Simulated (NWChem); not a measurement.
System: GaHOF2; SMILES [OH][Ga]([F])[F]

Here is an NWChem input.

```
start job
memory heap 200 mb stack 900 mb global 1100 mb
geometry units angstroms noautosym nocenter noautoz
  Ga    -0.000464     0.005831     0.000000
  F     -1.628179    -0.607927     0.000000
  F      0.199886     1.725372     0.000000
  O      1.390999    -1.069831     0.000000
  H      1.142899    -2.001660     0.000000
end
basis spherical
  * library pcsseg-1
end
dft
  xc kt2
  iterations 150
end
property
  shielding
end
task dft property
```

Excerpt of the output:

```
             Northwest Computational Chemistry Package (NWChem) 7.3.0
             --------------------------------------------------------

                             Geometry "geometry" -> ""
                             -------------------------

 Output coordinates in angstroms (scale by  1.889725989 to convert to a.u.)

  No.       Tag          Charge          X              Y              Z
 ---- ---------------- ---------- -------------- -------------- --------------
    1 Ga                  31.0000    -0.00046400     0.00583100     0.00000000
    2 F                    9.0000    -1.62817900    -0.60792700     0.00000000
    3 F                    9.0000     0.19988600     1.72537200     0.00000000
    4 O                    8.0000     1.39099900    -1.06983100     0.00000000
    5 H                    1.0000     1.14289900    -2.00166000     0.00000000

 Effective nuclear repulsion energy (a.u.)     298.5131689541

                              NWChem Property Module
                              ----------------------

  itol2e modified to match energy
  convergence criterion.

                                 NWChem DFT Module
                                 -----------------

 Summary of "ao basis" -> "ao basis" (spherical)
 ------------------------------------------------------------------------------
       Tag                 Description            Shells   Functions and Types
 ---------------- ------------------------------  ------  ---------------------
 Ga                         pcsseg-1                15       41   5s7p3d
 F                          pcsseg-1                 7       17   3s3p1d
 O                          pcsseg-1                 7       17   3s3p1d
 H                          pcsseg-1                 3        5   2s1p

  itol2e modified to match energy
  convergence criterion.

[...]

          -----------------------------------------
          Chemical Shielding Tensors (GIAO, in ppm)
          -----------------------------------------

                                NWChem CPHF Module
                                ------------------

  scftype          =     RHF
  nclosed          =       29
  nopen            =        0
  variables        =     1972
  # of vectors     =        3
  tolerance        = 0.10D-03
  level shift      = 0.00D+00
  max iterations   =       50
  max subspace     =       30

 SCF residual:    2.3903476316262428E-005

Iterative solution of linear equations
  No. of variables     1972
  No. of equations        3
  Maximum subspace       30
        Iterations       50
       Convergence  1.0D-04

   iter   nsub   residual    time
   ----  ------  --------  ---------
     1      3    9.71D-06      25.8

      Atom:    1  Ga
        Diamagnetic
   2645.8641      0.0011     -0.0000
      0.0011   2646.2101     -0.0000
     -0.0000     -0.0000   2645.0288

        Paramagnetic
   -949.3517    -89.1865      0.0000
    -89.1865   -924.8600      0.0000
      0.0000      0.0000  -1341.5749

        Total Shielding Tensor
   1696.5124    -89.1854      0.0000
    -89.1854   1721.3501      0.0000
      0.0000      0.0000   1303.4539

           isotropic =    1573.7721
          anisotropy =     337.8075

          Principal Components and Axis System
                 1           2           3
             1798.9771   1618.8853   1303.4539

      1        -0.6565      0.7543     -0.0000
      2         0.7543      0.6565     -0.0000
      3        -0.0000      0.0000      1.0000

      Atom:    2  F
        Diamagnetic
    489.9488      8.4671      0.0000
      8.4671    470.9784      0.0000
      0.0000      0.0000    467.4065

        Paramagnetic
    -75.4462     48.7146     -0.0000
     48.7146   -237.8234      0.0000
     -0.0000      0.0000   -160.0862

        Total Shielding Tensor
    414.5027     57.1817     -0.0000
     57.1817    233.1550      0.0000
     -0.0000      0.0000    307.3203

           isotropic =     318.3260
          anisotropy =     169.0518

          Principal Components and Axis System
                 1           2           3
              431.0272    307.3203    216.6305

      1         0.9607     -0.0000     -0.2776
      2         0.2776      0.0000      0.9607
      3         0.0000      1.0000     -0.0000

      Atom:    3  F
        Diamagnetic
    467.5267      3.2464     -0.0000
      3.2464    492.8172     -0.0000
     -0.0000     -0.0000    466.9850

        Paramagnetic
   -214.9605     13.5769      0.0000
     13.5769    -56.7773     -0.0000
      0.0000     -0.0000   -135.0081

        Total Shielding Tensor
    252.5661     16.8233      0.0000
     16.8233    436.0400     -0.0000
      0.0000     -0.0000    331.9768

           isotropic =     340.1943
          anisotropy =     146.0632

          Principal Components and Axis System
                 1           2           3
              437.5698    331.9768    251.0363

      1         0.0906      0.0000      0.9959
      2         0.9959      0.0000     -0.0906
      3        -0.0000      1.0000     -0.0000

      Atom:    4  O
        Diamagnetic
    392.8202     -9.0679     -0.0000
     -9.0679    404.7900      0.0000
     -0.0000      0.0000    373.7144

        Paramagnetic
    -79.3702    -30.6895     -0.0000
    -30.6895   -160.9824      0.0000
     -0.0000      0.0000    -81.5050

[...]
```

Level: KT2/pcSseg-1, GIAO. Coordinates come from a PBE0/def2-SVP optimisation. The printed shielding anisotropy is the first printed principal value minus the mean of the other two.
